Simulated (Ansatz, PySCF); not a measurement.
This PySCF input computes a PBE0/def2-TZVPD energy:

```python
from pyscf import gto, scf, dft

mol = gto.M(
    atom='''
    C     2.44116810   -0.19216837    0.15730672
    C     1.13600051   -0.34054865    0.17681168
    C     0.17963101    0.67095284   -0.27108201
    C    -1.15330096    0.55392386   -0.26539941
    C    -1.96645628   -0.61401905    0.19048393
    H     3.15918071    0.56039563   -0.13023954
    H     0.72984680   -1.27782440    0.55053393
    H     0.61206720    1.59514374   -0.63856568
    H    -1.72441387    1.40111655   -0.63318914
    H    -2.64544556   -0.31835047    0.99566787
    H    -2.59366026   -0.98684880   -0.62461156
    H    -1.35982935   -1.44247600    0.55167869
    ''',
    basis='def2-tzvpd',
    charge=0,
    spin=1,
    verbose=4,
)

mf = dft.UKS(mol, xc='pbe0').density_fit(auxbasis='def2-universal-jkfit')
mf.grids.level = 3
mf.conv_tol = 1e-9
mf.max_cycle = 100
mf.max_memory = 1500
mf.kernel()
if not mf.converged:
    mf = mf.newton()
    mf.kernel(mf.make_rdm1())
for _ in range(2):
    mo, _, stable, _ = mf.stability(return_status=True)
    if stable:
        break
    mf.kernel(mf.make_rdm1(mo, mf.mo_occ))
mf.analyze()
```

### Question
Write an input for the same energy in Ansatz (an electronic-structure program) and say what it gives.

### Answer

Ansatz 0.2 input:
```yaml
crystal:
  periodic: [false, false, false]
  atoms:
    - {symbol: C, position_ang: [2.44116810, -0.19216837, 0.15730672]}
    - {symbol: C, position_ang: [1.13600051, -0.34054865, 0.17681168]}
    - {symbol: C, position_ang: [0.17963101, 0.67095284, -0.27108201]}
    - {symbol: C, position_ang: [-1.15330096, 0.55392386, -0.26539941]}
    - {symbol: C, position_ang: [-1.96645628, -0.61401905, 0.19048393]}
    - {symbol: H, position_ang: [3.15918071, 0.56039563, -0.13023954]}
    - {symbol: H, position_ang: [0.72984680, -1.27782440, 0.55053393]}
    - {symbol: H, position_ang: [0.61206720, 1.59514374, -0.63856568]}
    - {symbol: H, position_ang: [-1.72441387, 1.40111655, -0.63318914]}
    - {symbol: H, position_ang: [-2.64544556, -0.31835047, 0.99566787]}
    - {symbol: H, position_ang: [-2.59366026, -0.98684880, -0.62461156]}
    - {symbol: H, position_ang: [-1.35982935, -1.44247600, 0.55167869]}
basis:
  gaussian:
    orbitals: def2-TZVPD
hamiltonian:
  xc: {name: PBE0}
magnetization: {spin_polarized: true, initial_magnetization: 1}
output: {forces: true}
```
It gives -194.44587 Eh, and PySCF -194.44594 Eh, a difference of 0.07 mEh, from the treatment of integrals and grids.

It need not be the lowest isomer of its formula.
